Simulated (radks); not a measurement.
Effect of the nuclear size on neutral europium, [Xe] 4f7 6s2. Method: Dirac Kohn-Sham, LDA (Slater exchange, Perdew-Wang correlation), spin-unpolarised, spherical densities, finite nucleus; open shells are shared between the two j in proportion to 2j + 1; Fermi nuclear charge, rms radius 5.1115 fm; computed with a radial shooting solver on a logarithmic mesh with Libxc functionals. The rms radius is varied about that value; shifts are against it.

rms radius (fm),total energy shift (eV),density at nucleus (e/bohr^3),1s1/2 shift (meV),2s1/2 shift (meV),5s1/2 shift (meV),5p1/2 shift (meV),6s1/2 shift (meV),4f7/2 shift (meV),6p1/2 (empty) shift (meV)
4.2425,-5.86,6.039e+05,-2420,-309,-2.30,0.301,-0.102,0.475,0.094
4.6412,-3.28,5.907e+05,-1350,-173,-1.28,0.168,-0.057,0.265,0.052
5.1115,0,5.768e+05,0.000,0.000,0.000,0.000,0.000,0.000,0.000
5.4029,2.15,5.69e+05,887,113,0.842,-0.110,0.037,-0.174,-0.034
5.6329,3.91,5.632e+05,1610,206,1.53,-0.201,0.068,-0.316,-0.062

Slopes of the eigenvalues against <r^2> in GHz/fm^2, as finite differences over the two radii next to the reference (eigenvalue slopes, not the field-shift constants of lines): 1s1/2 70800, 2s1/2 9030, 5s1/2 67.2, 5p1/2 -8.81, 6s1/2 2.98, 4f7/2 -13.9, 6p1/2 (empty) -2.74.
